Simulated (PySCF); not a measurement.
**Bromine: a sound run and one with changed settings**

Sound run: Br [Ar] 3d10 4s2 4p5, Br⁺ [Ar] 3d10 4s2 4p4. Calculation: PySCF 2.14, in cc-pVDZ-PP with ECP10MDF (4s3p2d, 23 functions); scalar relativity through the core potential. The sound run starts from symmetry-adapted Hartree-Fock orbitals and uses a fine grid where one is needed.

Changed run: basis STO-3G, all-electron and non-relativistic. This setting is unsound on purpose.

```json
{"species": "Br", "method": "UHF", "sound run (hartree)": "-415.47367", "changed run (hartree)": "-2544.63678", "converged": "yes"}
{"species": "Br", "method": "M06-2X", "sound run (hartree)": "-416.96811", "changed run (hartree)": "-2545.97225", "converged": "yes"}
{"species": "Br", "method": "B3LYP", "sound run (hartree)": "-416.86028", "changed run (hartree)": "-2545.93463", "converged": "yes"}
{"species": "Br⁺", "method": "UHF", "sound run (hartree)": "-415.07864", "changed run (hartree)": "-2544.32459", "converged": "yes"}
{"species": "Br⁺", "method": "M06-2X", "sound run (hartree)": "-416.53965", "changed run (hartree)": "-2545.61611", "converged": "yes"}
{"species": "Br⁺", "method": "B3LYP", "sound run (hartree)": "-416.42413", "changed run (hartree)": "-2545.57740", "converged": "yes"}
```

Ionisation energy of Br:

| method | sound run (eV) | changed run (eV) |
| --- | --- | --- |
| UHF | 10.750 | 8.495 |
| M06-2X | 11.659 | 9.691 |
| B3LYP | 11.868 | 9.721 |

A minimal basis cannot let orbitals breathe on ionisation and holds almost no correlation. The Hamiltonian changed with the basis, so the totals do not compare.

For comparison, NIST gives 11.814 eV between the lowest levels.
